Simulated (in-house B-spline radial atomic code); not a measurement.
Values are calculated unless marked as measured or tabulated.
**Weak and strong correlation along the adiabatic connection**

Two-electron singlets in several external potentials (atomic units), by full CI in B-splines with partial waves to l = 8 (correlation energies up to 0.6 % small). The repulsion is scaled by λ at fixed density; W(λ) is the mean repulsion less the Hartree energy, W(0) = E_x, and the area under W from 0 to 1 is E_xc.

Relative drop (W(λ) − E_x)/E_x:

| system | λ = 0.12 | λ = 0.25 | λ = 0.4 | λ = 0.6 | λ = 0.8 | λ = 1 |
| --- | --- | --- | --- | --- | --- | --- |
| −Z/r, Z = 0.75, wall at 8 bohr | 0.0338 | 0.0646 | 0.0943 | 0.1264 | 0.1523 | 0.1736 |
| −Z/r, Z = 0.788, wall at 5.89 bohr | 0.0268 | 0.0520 | 0.0769 | 0.1048 | 0.1281 | 0.1477 |
| empty sphere, radius 0.359 bohr | 0.0027 | 0.0055 | 0.0088 | 0.0130 | 0.0172 | 0.0213 |
| ω²r²/2, ω = 0.5 | 0.0223 | 0.0439 | 0.0659 | 0.0913 | 0.1128 | 0.1313 |
| −V exp(−r²/w²), V = 1.09, w = 13.4 | 0.0510 | 0.0933 | 0.1304 | 0.1669 | 0.1937 | 0.2141 |
| ω²r²/2 − Z/r, ω = 1.1, Z = -0.5 | 0.0169 | 0.0337 | 0.0514 | 0.0725 | 0.0912 | 0.1078 |
| −Z exp(−kr)/r, Z = 2.74, k = 0.809 | 0.0086 | 0.0176 | 0.0274 | 0.0398 | 0.0515 | 0.0624 |

(1) Order the systems by how far second-order (GL2) theory, half the initial slope (estimated from the first points of each curve), overshoots the correlation energy, least first.
A. ω²r²/2, ω = 0.5
B. ω²r²/2 − Z/r, ω = 1.1, Z = -0.5
C. −Z/r, Z = 0.75, wall at 8 bohr
D. −Z exp(−kr)/r, Z = 2.74, k = 0.809
E. empty sphere, radius 0.359 bohr
F. −Z/r, Z = 0.788, wall at 5.89 bohr
G. −V exp(−r²/w²), V = 1.09, w = 13.4

(2) What else changes along this order?

Results:

(1) E (GL2/E_c = 1.03), D (GL2/E_c = 1.12), B (GL2/E_c = 1.23), A (GL2/E_c = 1.32), F (GL2/E_c = 1.40), C (GL2/E_c = 1.49), G (GL2/E_c = 1.77).

(2) The ratio follows the bend of the curve. With it the leading natural occupation goes from 1.999 to 1.826 and −T_c/E_c from 0.97 to 0.57 between the first and the last.
